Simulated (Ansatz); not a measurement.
A run for Ansatz (a first-principles code): U-wB97M-V/def2-TZVPP on MgH, 2S+1 = 2, a spin state set in the input, which need not be the lowest, a point of a bond scan (R = 1.751 Å).

Ansatz 0.2 input:
```yaml
crystal:
  periodic: [false, false, false]
  atoms:
    - {symbol: H, position_ang: [0.00000000, 0.00000000, 0.00000000]}
    - {symbol: Mg, position_ang: [0.00000000, 0.00000000, 1.75060900]}
basis:
  gaussian:
    orbitals: def2-TZVPP
    pivot_positions_ang: [[0.00000000, 0.00000000, 0.00000000], [0.00000000, 0.00000000, 1.75060900]]
hamiltonian:
  xc: {name: wB97M-V}
magnetization: {spin_polarized: true, initial_magnetization: 1}
output: {forces: true, orbitals: {seedname: ./end}}
```

The head of its log:

```
WARN ansatz: RAYON_NUM_THREADS=2 ignored (pool sized by the plan → 2); use --threads N
Functional definition: wB97M-V
integrals: 0.02 GiB planned
347 factors; their error is unknown
integrals: 0.05 GiB planned
111 factors; integrals over basis functions are off by at most 1.5e-5 eV
mean field: 0.21 GiB planned
mean field evaluation 1: about -5458.1638 eV, gradient 6.1e0 eV
mean field evaluation 2: about -5458.5259 eV, gradient 2.2e0 eV
```

What total energy does the run end on?

-200.5999 hartree.
